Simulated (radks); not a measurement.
Values are calculated unless marked as measured or tabulated.
Question: Mn+, 24 electrons, occupied as [Ar] 3d5 4s1 (the NIST ground configuration). Level of theory: scalar-relativistic Kohn-Sham, LDA (Slater exchange, VWN5 correlation), spin-polarised, spherical densities, finite nucleus; open shells are filled with parallel spins first; Fermi nuclear charge, rms radius 3.7057 fm (a radial shooting solver on a logarithmic mesh with Libxc functionals). Some entries of the table are withheld. Estimate them.

orbital,occ.,eigenvalue (eV),<r^2> (bohr^2),<r> (bohr)
1s up,1,-6421.819,0.005005,0.06101
1s down,1,-6421.760,0.005005,0.06101
2s up,1,-750.3035,0.09285,0.2804
2s down,1,-748.0232,0.09250,0.2799
2p up,3,-637.6443,0.07550,0.2477
2p down,3,-635.8726,0.07511,0.2471
3s up,1,-95.1431,0.8407,0.8530
3s down,1,-90.0573,0.8471,0.8561
3p up,3,-64.2123,(1),(2)
3p down,3,-59.2220,(3),(4)
3d up,5,-16.5591,1.793,1.169
4s up,1,-12.8554,8.461,2.725
3d down,0,-11.9203,2.086,1.244
4s down,0,-10.4246,9.865,2.931

Answer: 
(1) 3p up <r^2> (bohr^2): 0.9658
(2) 3p up <r> (bohr): 0.9045
(3) 3p down <r^2> (bohr^2): 0.9787
(4) 3p down <r> (bohr): 0.9099
